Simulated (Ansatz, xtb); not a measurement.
Isomers of BCl3H4OSi in order of energy

5 gas-phase structures of BCl3H4OSi, from a drawn sample of its isomers (lower ones may exist). Each was relaxed with GFN2-xTB; where two conformers were screened, the lower at r2SCAN-D4/def2-SVP is listed:

A. `[SiH3][OH+][B-](Cl)(Cl)Cl`, a singlet
B. a singlet given by its coordinates
C. `[OH2+][BH2-][Si](Cl)(Cl)Cl`, a singlet
D. `Cl[BH2-][OH+][SiH](Cl)Cl`, a singlet
E. `Cl[SiH2][OH+][BH-](Cl)Cl`, a singlet

B (Å):

```xyz
10

B    -2.7389    0.6291   -0.9221
Cl    0.7108   -0.6828   -0.3477
Cl    1.5026    1.9060   -2.2814
Cl   -0.2591   -0.6085   -3.5167
O    -1.1866    1.2784   -1.3840
Si    0.1572    0.4563   -1.8776
H    -3.1046    1.4269   -0.1339
H    -2.4696   -0.4318   -0.4867
H    -3.3258    0.6172   -1.9476
H    -1.3974    2.1722   -1.6604
```

Close contacts (Å): B1–O5 1.74, Cl2–Si6 1.99, Cl3–Si6 2.02, Cl4–Si6 2.00, O5–Si6 1.65, B1–H7 1.18, B1–H8 1.18, B1–H9 1.18, O5–H10 0.96.

Problem. Which do you expect lowest at r2SCAN-D4/def2-SVP, and how would the others follow?

Solution. Calculated order at r2SCAN-D4/def2-SVP: E (0.0), D (7.0), B (17.2), A (18.3), C (39.7) kJ/mol. Less than 1 kcal/mol parts B and A, so the order within that pair means little. CCSD(T)/def2-SVP + ΔMP2/def2-TZVPP after further relaxation puts D lowest instead.

Energies above the lowest of each column, in kJ/mol; the last columns are at PBE0-D4/def2-SVP geometries and were run for some of them only (a dash: not run or not comparable):

```tsv
structure	GFN2-xTB	HF/STO-3G	r2SCAN-D4/def2-SVP	PBE0-D4/def2-SVP	CCSD(T)/def2-SVP + ΔMP2/def2-TZVPP
E	4.6	0.0	0.0	0.0	6.7
D	0.0	36.1	7.0	7.3	0.0
B	49.0	116.6	17.2	–	–
A	59.9	18.2	18.3	17.9	41.1
C	124.6	86.4	39.7	–	–
```

CCSD(T)/def2-SVP + ΔMP2/def2-TZVPP puts D lowest of those it was run on; HF/STO-3G picks E, r2SCAN-D4/def2-SVP picks E, PBE0-D4/def2-SVP picks E. CCSD(T)/def2-SVP + ΔMP2/def2-TZVPP orders those it was run on as D (0.0), E (6.7), A (41.1) kJ/mol. Flexible structures stand in one conformer each, not always the lowest. Frequencies (GFN2-xTB) were run for A, D, E alone. The ΔMP2 step shifts differences by up to 36.3 kJ/mol, which makes them less sure. ΔMP2 is the change of the MP2 energy from the smaller to the larger basis.

Over these structures GFN2-xTB departs from r2SCAN-D4/def2-SVP by 25.9 kJ/mol on average once a common shift is removed. A GFN2-xTB relaxation took about 0.71 s and the r2SCAN-D4/def2-SVP energy about 4.2 s on a shared host (Ansatz 0.2.0, xtb 6.7.1).
